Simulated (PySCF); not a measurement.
RuO3, SMILES [O]=[Ru](=[O])=[O] (connectivity only; charge and spin as stated), neutral, multiplicity 3. Atoms are numbered in the order given.

```xyz
4

Ru     0.0717    -0.0391     0.0000
O     -0.1405    -0.7276    -1.5211
O     -0.1405    -0.7276     1.5211
O     -0.1132     1.6704     0.0000
```
Charge 0, spin multiplicity 3.

Coordinates come from a r2SCAN-D4/def2-TZVP optimisation. The spin state was assumed, not searched. The def2 effective core potentials stand for the cores of Ru; spin–orbit coupling is left out.

These are r2SCAN-D4/def2-TZVP run with PySCF values and carry that method's errors.

Frequencies are harmonic and unscaled.

Computed harmonic wavenumbers and intensities:
| mode | ν (cm⁻¹) | IR (km/mol) | moving atoms (share of kinetic energy) |
|---|---|---|---|
| 1 | 111 | 28.7 | O 69 %, Ru 31 % |
| 2 | 116 | 32.6 | O 87 %, Ru 13 % |
| 3 | 305 | 1.9 | O 87 %, Ru 13 % |
| 4 | 890 | 63.4 | O 84 %, Ru 16 % |
| 5 | 940 | 275.4 | O 82 %, Ru 18 % |
| 6 | 961 | 26.7 | O 97 % |
